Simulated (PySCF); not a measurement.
C₆ coefficients of unlike pairs at PBE

Calculated with PySCF 2.14 from the dipole response of each species, C₆(A,B) = (3/π) ∫ α_A(iu) α_B(iu) du, in atomic units, from isotropic polarisabilities. For ions this is the dispersion term alone; charge-induced terms of lower order in 1/R come first.

```tsv
species	configuration	basis	relativity	α (bohr³)	C₆ (like pair)
Li+	1s2 (1S)	x2c-TZVPPall with one added diffuse shell each of s, p type (6s4p1d)	spin-free X2C	0.1931	0.07333
Os+	[Xe] 4f14 5d6 6s1 (6D)	aug-cc-pVTZ-PP with ECP60MDF (6s6p5d3f2g)	core potential	27.37	228.6
Ir	[Xe] 4f14 5d7 6s2 (4F)	def2-TZVPPD with the def2 core potential (60 electrons) (6s5p3d2f1g)	core potential	46.00	464.9
Cl	[Ne] 3s2 3p5 (2P)	aug-cc-pCVQZ-DK (10s9p7d5f3g)	spin-free X2C	15.69	100.2
```

Task: Estimate C₆ for Ir with Li+.

Result: The integral gives 4.154. The combination rule 2 C_A C_B / (C_A α_B/α_A + C_B α_A/α_B) gives 3.511 and the geometric mean 5.838.

No spin-orbit coupling is included.

The other pairs:

| pair | C₆ |
| --- | --- |
| Cl, Os+ | 150.5 |
| Cl, Ir | 210.1 |
| Ir, Os+ | 323.0 |
| Os+, Li+ | 3.169 |
| Cl, Li+ | 2.117 |
